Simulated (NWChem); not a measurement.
Correlation energy of HFSi

```
Si
F 1 1.6354
H 1 1.5468 2 96.80
```
Charge 0, spin multiplicity 1.

The numbers come from NWChem runs, not from measurements. The geometry was optimised at PBE0/def2-SVP, a minimum by its harmonic frequencies.

Basis set: def2-TZVP. Each correlation energy counts from its own Hartree-Fock reference.

| method | correlation energy (mHa) | difference from CCSD(T) |
|---|---|---|
| CCSD+T(CCSD) | -379.6 | -0.9 |
| SCS-MP2 | -348.1 | +30.6 |
| CCSD(T) | -378.7 | 0.0 |
| CCSD | -367.6 | +11.1 |
| CR-CCSD[T] | -377.4 | +1.3 |
| CR-CCSD(T) | -376.7 | +2.0 |
| MP2 | -348.9 | +29.8 |

The values span 31.4 mHa, from CCSD+T(CCSD) (lowest) to SCS-MP2 (highest). 

The correlated methods keep 6 core orbitals frozen. The structure started from a generated list of species. Coupled-cluster values serve here as a point of comparison, not as the truth.
